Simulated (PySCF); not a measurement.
# Bond length, frequency and bond energy of SeS by level of theory

State: ³Σ⁻ (triplet), unpaired electrons π ↑↑. Set-up: PySCF, no relativity, basis sets Se def2-TZVPP, S def2-TZVPP. De refers to Se + S in their high-spin ground configurations, without counterpoise correction. The functionals are run spin-unrestricted. A positive dipole means Se(−)S(+). Levels whose curve was spin-contaminated or gave no clean fit are not listed.

```csv
Level,Re (Å),ωe (cm⁻¹),De (eV),μ (D),"CPU s a point (SCF and correlation, without the integrals)"
ROHF,2.002,633,1.66,-0.77,0.87
ROHF-CCSD,2.033,578,3.41,n/a,n/a
ROHF-CCSD(T),2.046,555,3.70,n/a,64
PBE,2.058,538,4.49,-0.57,1.7
revPBE,2.063,533,4.22,-0.58,1.7
BP86,2.062,531,4.46,-0.55,1.1
r²SCAN,2.038,562,4.28,-0.53,1.7
TPSSh,2.040,559,4.14,-0.55,3.8
PBE0,2.028,578,4.11,-0.58,2.6
B97-3,2.040,566,4.09,-0.66,1.4
HSE06,2.031,574,4.13,-0.57,3.9
```

Which functional lies closest to ROHF-CCSD(T) in De, which farthest, and by how much do they differ from it?

Closest is B97-3 (-0.6 pm in Re, +2.0 % in ωe, +0.39 eV in De against ROHF-CCSD(T) in the same basis), farthest PBE (+1.2 pm in Re, -3.1 % in ωe, +0.79 eV in De). CCSD(T) converges more slowly with the basis than the functionals do and binds too weakly in this one, so the order can change at the basis-set limit.

What does the triples do here, going from ROHF-CCSD to ROHF-CCSD(T)?

ROHF-CCSD(T) less ROHF-CCSD: +1.3 pm in Re, -4.0 % in ωe, +0.29 eV in De. Correlation nearly always deepens the well. The bond lengthens, as in strong covalent bonds, where excitations into antibonding orbitals dominate.

What does all correlation do here, going from ROHF to ROHF-CCSD(T)?

ROHF-CCSD(T) less ROHF: +4.4 pm in Re, -12.3 % in ωe, +2.04 eV in De. Correlation nearly always deepens the well. The bond lengthens, as in strong covalent bonds, where excitations into antibonding orbitals dominate.

Correlated steps freeze 14 core orbitals. Spin–orbit coupling is left out. The state is the lowest determinant that a PBE0 search found; another state may lie lower at other levels.

The whole job (state search and all levels along the bond) took about 15 min on 1 thread of Intel Xeon Platinum 8488C (shared host), peak memory 2.5 GiB.
